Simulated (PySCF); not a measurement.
**Radial density of Kr (krypton, neutral)**

CAM-B3LYP, [Ar] 3d10 4s1 4p6 5p1, 4s spin antiparallel (an excited configuration). Calculation: PySCF 2.14, in aug-cc-pVTZ-PP with one added diffuse shell each of s, d, f type with ECP10MDF (7s5p5d3f, 68 functions); scalar relativity through the core potential. This is the valence pseudo-density: the core potential removes the inner electrons and smooths the orbitals near the nucleus.

| r (bohr) | 4πr²ρ (e/bohr) | 4πr²(ρα − ρβ) |
| --- | --- | --- |
| 0.000574 | 5.128e-05 | 0.0000 |
| 0.000966 | 0.0001447 | 0.0000 |
| 0.00162 | 0.0004063 | 0.0000 |
| 0.00273 | 0.001126 | -0.0001 |
| 0.00460 | 0.003010 | -0.0003 |
| 0.00773 | 0.007414 | -0.0008 |
| 0.0130 | 0.01596 | -0.0016 |
| 0.0219 | 0.03037 | -0.0030 |
| 0.0368 | 0.05175 | -0.0044 |
| 0.0619 | 0.1543 | -0.0050 |
| 0.104 | 1.077 | -0.0057 |
| 0.175 | 6.602 | -0.0198 |
| 0.295 | 24.69 | -0.1439 |
| 0.495 | 34.98 | -0.1176 |
| 0.833 | 11.09 | -0.2282 |
| 1.40 | 5.367 | -0.8542 |
| 2.36 | 2.109 | -0.1661 |
| 3.97 | 0.3029 | 0.1803 |
| 6.67 | 0.1765 | 0.1762 |
| 11.2 | 0.0007625 | 0.0008 |

Energies and moments cover only the electrons outside the core potential. The outer electron is Rydberg-like, and this basis confines it to a smaller radius and binds it less than a complete one would. With the s spin flipped the determinant is a mixture of two multiplicities, not a spectroscopic state.
